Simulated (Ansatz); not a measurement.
Cartesian coordinates in Å:
```
O -0.406 -1.910 0.656
B -0.127 -0.637 0.371
C -0.514 0.827 0.500
C 0.626 0.391 -0.466
Br 0.313 0.476 -2.363
H 0.137 -2.538 0.168
H -1.451 1.154 0.055
H -0.191 1.469 1.314
H 1.614 0.769 -0.233
```

Total charge 0; spin multiplicity 1.

List the PBE0/def2-TZVPP orbital energies in eV (Ansatz). (An estimate is asked.)

The calculation gave: Occupied: -13149.94, -1704.82, -1535.39, -1535.30, -1535.30, -523.95, -279.40, -278.17, -238.65, -185.61, -179.08, -178.78, -178.77, -72.56, -72.48, -72.47, -72.23, -72.23, -29.59, -23.28, -20.95, -16.65, -16.27, -14.09, -12.77, -12.32, -10.98, -10.46, -9.81, -8.56, -7.68, -7.04. Lowest empty: -0.98, 0.42, 0.95, 1.63, 2.06, 2.92, 3.44, 4.02.
